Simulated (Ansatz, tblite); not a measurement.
Removing and adding an electron: Sr5O6. Charge 0, multiplicity 1. Geometry: PBE-D4/def2-SVP. Ansatz, gas phase; energy differences of separate SCF runs; the oxidised species was run as a doublet alone; the reduced species was run as a doublet alone.

Cartesian coordinates in Å:
```
Sr 0.7874 -1.4938 -0.6814
Sr -1.6164 -0.3700 1.6359
Sr 1.6215 0.7515 1.9726
Sr -2.2448 -1.4140 -2.4045
Sr -0.2891 2.0541 -0.4843
O 1.7214 0.7019 -0.4723
O -1.4586 -0.0620 -0.7381
O -0.5235 -2.6177 -2.2232
O 2.0663 2.0903 -0.0176
O -0.5287 1.6270 1.7579
O 0.4645 -1.2671 1.6549
```

In the def2 sets Sr takes a core potential; there is no spin–orbit coupling. The xTB rows come from tblite. The structure holds one bond between oxygen atoms, so isomers without such links may lie far lower. HOMO above LUMO, or a gap near zero within one spin, warns that the state may not be the lowest or that an electron is smeared out. The structure comes from a short search, and lower isomers may exist.

```
           level  −HOMO (eV)  vertical IE (eV)  −LUMO (eV)  vertical EA (eV)  HOMO–LUMO gap (eV)  IE − EA (eV)                                                                   remarks
        GFN1-xTB        9.31             11.15        8.41              7.47                0.90          3.68                                                                         –
        GFN2-xTB       10.53             12.98       10.44                 –                0.09             –                                                                         –
PBE-D4/def2-TZVP        3.14              5.42        1.90              0.67                1.24          4.75  HOMO above zero (-1 doublet), gap within one spin near zero (+1 doublet)
```

Task: Estimate the rows for r2SCAN-D4/def2-TZVP, PBE0-D4/def2-TZVP.

Result: 
```tsv
level	−HOMO (eV)	vertical IE (eV)	−LUMO (eV)	vertical EA (eV)	HOMO–LUMO gap (eV)	IE − EA (eV)	remarks
r2SCAN-D4/def2-TZVP	3.22	5.39	1.48	0.59	1.74	4.80	HOMO above zero (-1 doublet), gap within one spin near zero (+1 doublet)
PBE0-D4/def2-TZVP	4.43	5.83	1.38	0.61	3.05	5.21	HOMO above zero (-1 doublet)
```

Relaxing the reduced species (PBE-D4/def2-SVP) changes its energy by -0.06 eV at PBE-D4/def2-TZVP, so the adiabatic electron affinity to this nearest minimum is 0.73 eV. At PBE0-D4/def2-TZVP it is 0.66 eV. The highest occupied level of the relaxed charge -1 doublet lies above zero (up to 0.49 eV). By energy differences its removal costs 0.73 eV (each at its own geometry, to the charge 0 singlet, at PBE-D4/def2-TZVP); self-interaction error and the lack of diffuse functions both raise the level.     A HOMO above zero means that the electron is unbound at that level or that self-interaction error raises the level; the energy of removing that electron tells which. Raw xTB energy differences between charge states are shifted by several eV; the methods need an empirical correction for them. Sets without diffuse functions give affinities that are too small.
